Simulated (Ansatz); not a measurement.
Reaction (isomerisation): `O=[C](O)[GeH3]` → `O=C[O][GeH3]`

Isolated molecules relaxed with PBE0-D4/def2-TZVP in Ansatz; ΔE leaves out vibrations. CCSD(T)/CBS is the MP2 limit (def2-TZVPP, def2-QZVPP) plus CCSD(T) − MP2 in def2-TZVPP, frozen cores. Functionals use def2-TZVPP. For Ge outer-core shells are correlated without core-valence functions, which leaves a few kJ/mol of doubt a bond. Scalar relativity is left out up to krypton. Each species was taken in one conformer, which may not be the lowest.

```
         species  PBE0 energy (Eh)
`O=[C](O)[GeH3]`       -2267.57449
  `O=C[O][GeH3]`       -2267.59272
```

(1) Work out ΔE.

Largest T1 diagnostic among the species: 0.015.

Results:

(1) ΔE = (-2267.59272) − (-2267.57449) = -0.01823 Eh = -0.50 eV. CCSD(T)/CBS gives -0.56 eV.

Leaving LDA and LC-ωPBE aside and taking each functional with its dispersion term where it has one, the values, not all of them listed here, spread over 0.16 eV, from BHLYP-D4 to PBE-D4. At CCSD(T), def2-SVP lies −0.06 eV from the extrapolated value and def2-TZVPP −0.02 eV.
